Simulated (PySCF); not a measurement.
SMILES O=C[SiH2]CC#C, singlet (GFN2-xTB optimised geometry):

```
12

C      1.877    -0.970    -0.004
C      0.680    -0.982     0.000
C     -0.764    -0.982     0.000
Si    -1.467     0.801     0.000
C     -0.734     1.667    -1.548
O     -1.384     2.252    -2.377
H      2.926    -0.977    -0.004
H     -1.115    -1.533    -0.876
H     -1.116    -1.517     0.884
H     -0.980     1.533     1.172
H     -2.926     0.771    -0.085
H      0.371     1.613    -1.669
```

Calculation: B3LYP/def2-TZVP (PySCF).

Question: What are the frontier orbital energies and the dipole moment?

Answer: HOMO-2 -7.86 eV, HOMO-1 -7.62 eV, HOMO -6.72 eV, LUMO -1.85 eV, LUMO+1 0.22 eV; dipole moment 2.40 D.

Meta-Löwdin charges at B3LYP/def2-TZVP: C1 -0.24, C2 -0.03, C3 -0.43, Si4 0.64, C5 0.07, O6 -0.36, H7 0.17, H8 0.15, H9 0.15, H10 -0.09, H11 -0.09, H12 0.07.
